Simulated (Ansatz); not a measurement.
Start from `C#CC[SiH2]C` and change one atom or group to get `C[SiH2][CH2][GeH3]`.

Ansatz, PBE0-D4/def2-TZVP geometries, multiplicity 1. Each molecule was computed in one conformer, which needn't be the lowest.

Scalar relativity is left out up to krypton.

```json
{"property": "LUMO energy (B3LYP/def2-TZVPP) / eV", "`C#CC[SiH2]C`": "0.57"}
{"property": "HOMO energy (B3LYP/def2-TZVPP) / eV", "`C#CC[SiH2]C`": "-7.15"}
{"property": "HOMO–LUMO gap (PBE0/def2-TZVPP) / eV", "`C#CC[SiH2]C`": "8.19"}
{"property": "LUMO energy (PBE0/def2-TZVPP) / eV", "`C#CC[SiH2]C`": "0.82"}
{"property": "size of the dipole moment (B3LYP/def2-TZVPP) / D", "`C#CC[SiH2]C`": "0.74"}
{"property": "HOMO–LUMO gap (PBE/def2-TZVPP) / eV", "`C#CC[SiH2]C`": "6.14"}
```

**Question.** Give the same properties after the change, and the shifts. (Estimate.)

**Answer.** The calculation gave: 
| property | `C[SiH2][CH2][GeH3]` | shift |
| --- | --- | --- |
| LUMO energy (B3LYP/def2-TZVPP) / eV | 0.39 | -0.18 |
| HOMO energy (B3LYP/def2-TZVPP) / eV | -8.21 | -1.06 |
| HOMO–LUMO gap (PBE0/def2-TZVPP) / eV | 9.06 | 0.87 |
| LUMO energy (PBE0/def2-TZVPP) / eV | 0.65 | -0.17 |
| size of the dipole moment (B3LYP/def2-TZVPP) / D | 0.66 | -0.08 |
| HOMO–LUMO gap (PBE/def2-TZVPP) / eV | 7.06 | 0.92 |

With PBE0 the HOMO falls by 1.05 eV and the LUMO falls by 0.17 eV, so the gap widens by about 0.88 eV. PBE moves the HOMO by -1.00 eV and ωB97M-V by -1.00 eV. Dipoles are sizes alone; their direction can turn.

B3LYP here is the variant with VWN-RPA as its local correlation; programs differ in this.
